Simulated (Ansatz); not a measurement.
Consider the redistribution: `N[SiH2][SiH2]CO` + `[NH2][GeH3]` → `N[SiH2][SiH2]N` + `O[CH2][GeH3]`.

Calculated with Ansatz (gas phase, PBE0-D4/def2-TZVP geometries, no zero-point term in ΔE). CCSD(T)/CBS is the MP2 limit (def2-TZVPP, def2-QZVPP) plus CCSD(T) − MP2 in def2-TZVPP, frozen cores. Functionals use def2-TZVPP. B3LYP here is the variant with VWN-RPA as its local correlation; programs differ in this. For Ge outer-core shells are correlated without core-valence functions, which leaves a few kJ/mol of doubt a bond. Scalar relativity is left out up to krypton. Each species was taken in one conformer, which may not be the lowest.

`N[SiH2][SiH2]CO`:

Cartesian coordinates in Å:
```
N -2.175 -0.228 1.931
Si -1.216 0.543 0.715
Si 0.476 -0.786 -0.233
C 1.376 0.100 -1.655
O 1.982 1.314 -1.229
H -2.725 -1.036 1.686
H -1.784 -0.337 2.854
H -0.602 1.742 1.344
H -2.122 0.975 -0.386
H -0.088 -2.080 -0.727
H 1.503 -1.123 0.803
H 0.653 0.374 -2.428
H 2.104 -0.568 -2.137
H 2.618 1.110 -0.539
```

`[NH2][GeH3]`:

Cartesian coordinates in Å:
```
N 0.167 -0.900 -0.715
Ge 0.018 0.618 0.319
H 0.530 -1.699 -0.213
H -0.700 -1.175 -1.157
H -0.494 1.735 -0.602
H -0.946 0.483 1.522
H 1.425 0.938 0.847
```

`N[SiH2][SiH2]N`:

Cartesian coordinates in Å:
```
N -0.918 -0.504 -1.534
Si -0.341 1.000 -0.903
Si 0.754 0.414 1.093
N 0.402 -1.267 1.297
H -0.292 -1.294 -1.506
H -1.479 -0.521 -2.371
H 0.573 1.775 -1.800
H -1.521 1.878 -0.670
H 0.326 1.310 2.213
H 2.233 0.561 0.996
H -0.544 -1.572 1.122
H 0.808 -1.781 2.063
```

`O[CH2][GeH3]`:

Cartesian coordinates in Å:
```
O -1.312 1.007 -0.282
C -0.081 0.420 -0.657
Ge 0.496 -0.769 0.800
H -1.604 1.591 -0.986
H 0.700 1.173 -0.823
H -0.171 -0.173 -1.576
H 0.691 0.038 2.093
H 1.834 -1.421 0.402
H -0.553 -1.867 1.030
```

| level | ΔE (kJ/mol) | difference from CCSD(T)/CBS |
| --- | --- | --- |
| r2SCAN-D4 | -34.8 | 4.3 |
| B3LYP-D4 | -37.6 | 1.5 |
| ωB97M-V | -38.4 | 0.7 |
| B2PLYP | -37.1 | 2.0 |
| PBE | -31.0 | 8.1 |
| PBE0 | -34.6 | 4.5 |
| B3LYP | -36.0 | 3.1 |
| MP2/def2-TZVPP | -39.3 | -0.2 |
| CCSD/def2-TZVPP | -38.1 | 1.0 |
| HF/def2-QZVPP | -38.2 | 0.9 |
| CCSD(T)/CBS | -39.1 | 0 |

Largest T1 diagnostic among the species: 0.012.

From PBE to PBE0 (25 % exact exchange), in def2-TZVPP and without D4, ΔE moves by −3.6 kJ/mol.
